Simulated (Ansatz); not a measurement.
Gas-phase electronic energies from Ansatz, PBE0-D4/def2-TZVP geometries. CCSD(T)/CBS is the MP2 limit (def2-TZVPP, def2-QZVPP) plus CCSD(T) − MP2 in def2-TZVPP, frozen cores. This one scheme is used for every species. DFT in def2-TZVPP. B3LYP here is the variant with VWN-RPA as its local correlation; programs differ in this. One conformer a species, not always the lowest.

Reaction (formal exchange of groups at the Si–Al bond): `[AlH2][SiH2]O[SiH3]` + `BS` → `[SiH3]O[SiH2]BS` + `[AlH3]`

| species | B3LYP energy (Eh) |
| --- | --- |
| `[AlH2][SiH2]O[SiH3]` | -901.03271 |
| `BS` | -424.90262 |
| `[SiH3]O[SiH2]BS` | -1081.70012 |
| `[AlH3]` | -244.23308 |

(1) Work out ΔE.

Largest T1 diagnostic among the species: 0.015.

Answers

(1) ΔE = (-1081.70012) + (-244.23308) − (-901.03271) − (-424.90262) = 0.00213 Eh = +1.3 kcal/mol. CCSD(T)/CBS gives -0.2 kcal/mol.

The D4 term adds −1.6 kcal/mol with B3LYP and −0.9 kcal/mol with PBE0; it sums over pairs of atoms, weighted by their polarisabilities, and B3LYP, whose exchange is more repulsive, gets the larger term. In def2-TZVPP, CCSD(T) changes the Hartree–Fock value by −2.0 kcal/mol (the triples alone add −0.5 kcal/mol) and MP2 by −2.9 kcal/mol.
